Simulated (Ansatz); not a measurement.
`C[BH][Ga]([NH2])[OH]` + `CCl` → `CBCl` + `[CH3][Ga]([NH2])[OH]`  (formal exchange of groups at a B–Ga bond)

Gas-phase electronic energies from Ansatz, PBE0-D4/def2-TZVP geometries. CCSD(T)/CBS is the MP2 limit (def2-TZVPP, def2-QZVPP) plus CCSD(T) − MP2 in def2-TZVPP, frozen cores. This one scheme is used for every species. DFT in def2-TZVPP. For Ga outer-core shells are correlated without core-valence functions, which leaves a few kJ/mol of doubt a bond. Scalar relativity is left out up to krypton. One conformer a species, not always the lowest.

**Question.** Is it downhill or uphill in electronic energy at CCSD(T)/CBS, and by how much? (Estimate.)

**Answer.** Computed: Downhill: ΔE = -43.1 kcal/mol.

**Question.** What do these levels give: r2SCANh-D4, B2PLYP, r2SCANh, RPA@PBE/def2-TZVPP, CCSD(T)/def2-TZVPP, MP2/CBS(def2)? (An estimate is asked.)

**Answer.** The calculation gave: r2SCANh-D4 -44.0, B2PLYP -43.5, r2SCANh -44.1, RPA@PBE/def2-TZVPP -41.7, CCSD(T)/def2-TZVPP -43.7, MP2/CBS(def2) -45.4 kcal/mol.

Largest T1 diagnostic among the species: 0.013.

From BLYP to BHLYP (50 % exact exchange), in def2-TZVPP and without D4, ΔE moves by −2.1 kcal/mol. At CCSD(T), def2-SVP lies −4.1 kcal/mol from the extrapolated value and def2-TZVPP −0.7 kcal/mol.
